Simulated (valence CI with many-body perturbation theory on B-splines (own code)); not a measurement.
# Ba⁵¹⁺: fill in the table

Method: valence CI with perturbative core correlation (CI+MBPT): three valence electrons over a frozen Dirac-Fock core [He], radial functions for each j: 11 s, 11 p, 10 d, 8 f, 5 g, 2 h, with the one-electron correlation potential Σ1 (screened to all orders), the two-electron term Σ2, the three-electron term Σ3, Breit, model QED; selected single and double excitations, second order for the rest, scaled by the run's own slope (own B-spline code, finite nucleus).

No measured spectrum was set against this ion. As an estimate, large intervals hold to a few tenths of a per cent, small ones and those within an open d or f shell to about a per cent.

```csv
Level,E (× 10³ cm⁻¹)
(2s^2 2p1/2) J=1/2,0.00
(2s 2p1/2^2) J=1/2,1393.3
(2s^2 2p3/2) J=3/2,3391.2
(2s 2p1/2 2p3/2) J=3/2 [a],4362.6
(2s 2p1/2 2p3/2) J=5/2,4627.6
(2s 2p1/2 2p3/2) J=1/2,5047.0
(2s 2p1/2 2p3/2) J=3/2 [b],?
(2p1/2^2 2p3/2) J=3/2,?
(2s 2p3/2^2) J=5/2,7899.8
(2s 2p3/2^2) J=1/2,8521.3
(2s 2p3/2^2) J=3/2,8529.4
(2p1/2 2p3/2^2) J=3/2,?
(2p1/2 2p3/2^2) J=5/2,?
(2p1/2 2p3/2^2) J=1/2,10141
(2p3/2^3) J=3/2,?
(2s^2 3s) J=1/2,45346
(2s^2 3p1/2) J=1/2,45825
(2s 2p1/2 3s) J=1/2 [a],46287
(2s 2p1/2 3s) J=3/2,46432
(2s 2p1/2 3s) J=1/2 [b],?
```

Levels are named by their leading jj configuration (3d3/2^4 stands for four electrons in 3d with j = 3/2), which in mixed levels can hold well under half, so a name can repeat and another be missing. Letters in brackets count levels of one name in rising energy.

The levels stand in rising order. What does the calculation give for the missing energies?

(2s 2p1/2 2p3/2) J=3/2 [b] 5049.1; (2p1/2^2 2p3/2) J=3/2 6533.3; (2p1/2 2p3/2^2) J=3/2 9654.9; (2p1/2 2p3/2^2) J=5/2 9817.7; (2p3/2^3) J=3/2 13317; (2s 2p1/2 3s) J=1/2 [b] 46615.
